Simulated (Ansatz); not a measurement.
Basis-set extrapolation for `O[C]1=[C](Cl)[Al]1[F]` (PBE0-D4/def2-TZVP geometry, frozen core, the Gaussian-basis code of Ansatz). Multiplicity 1, RHF reference.

```json
{"": "HF", "def2-TZVPP": "-952.169407", "def2-QZVPP": "-952.200485"}
{"": "MP2 correlation", "def2-TZVPP": "-1.048532", "def2-QZVPP": "-1.137570"}
{"": "CCSD(T) correlation", "def2-TZVPP": "-1.114182", "def2-QZVPP": "not run"}
```

Energies in hartree. Use E(X) = E(∞) + A·exp(−7.88·√X) for Hartree–Fock and E(X) = E(∞) + B·X^(−2.97) for correlation, with X = 3 and 4, and add CCSD(T) minus MP2 of the smaller set to the MP2 limit.

Problem. What is the CCSD(T) energy at the basis-set limit?

Solution. HF limit: -952.200485 + (-0.031078) × 0.13774 = -952.20477. MP2 limit: -1.137570 + (-0.089038) × 0.74074 = -1.20352. Higher-order term: -1.114182 − (-1.048532) = -0.06565. Total: -953.47394 hartree, 5.18 eV below CCSD(T)/def2-TZVPP.
